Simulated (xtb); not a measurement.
Here is a job for xtb.
```
$ xtb mol.xyz --gfn 0 --uhf 1 --json

# file mol.xyz
3

Sb     0.40500205    -0.02305416     0.49689672
Cl     0.72554758     0.35536175    -1.81698212
Cl    -1.94055374    -0.28619928     0.32629196
```

Task: What is the computed partial charges in atom order (GFN0-xTB run with xtb)?

Result: Sb1 0.43, Cl2 -0.21, Cl3 -0.21

Task: Estimate the total energy that GFN0-xTB returns for this input.

Result: -11.1829 Eh
